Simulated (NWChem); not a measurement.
Molecule: C₄H₄OSi; SMILES C#C[Si@@H]1C=CO1

```xyz
10

C     -0.0144    -2.8266    -0.4864
C     -0.0117    -1.6856    -0.0628
Si    -0.0391     0.0111     0.6043
C     -1.1093     1.2896    -0.1672
C      0.0669     1.8130    -0.5798
O      1.1287     1.0508    -0.1645
H     -0.0134    -3.8336    -0.8671
H      0.1563    -0.0422     2.0748
H     -2.1204     1.6506    -0.3325
H      0.3058     2.7093    -1.1667
```
Atoms are numbered in this order, from 1.

Program: NWChem. Pople sets run with spherical d functions. The geometry was optimised at PBE0/def2-SVP. GIAO values for the isolated, static molecule; σ is the absolute isotropic shielding.

```
level          basis functions  σ C2 (ppm)  σ Si3 (ppm)  σ C4 (ppm)  σ C5 (ppm)  σ O6 (ppm)  σ H8 (ppm)  σ H9 (ppm)
-------------  ---------------  ----------  -----------  ----------  ----------  ----------  ----------  ----------
PBE0/6-31G*                 96       118.9        407.7       102.7        30.6       199.6       26.10       27.51
PBE0/6-311G**              140       102.8        353.7        89.0        10.7       182.5       25.82       26.70
PBE0/def2-SVP              108       115.0        418.9        98.5        25.0       195.4       25.75       26.57
PBE0/IGLO-II               169       101.1        358.6        85.6         9.1       177.1       25.67       26.53
```
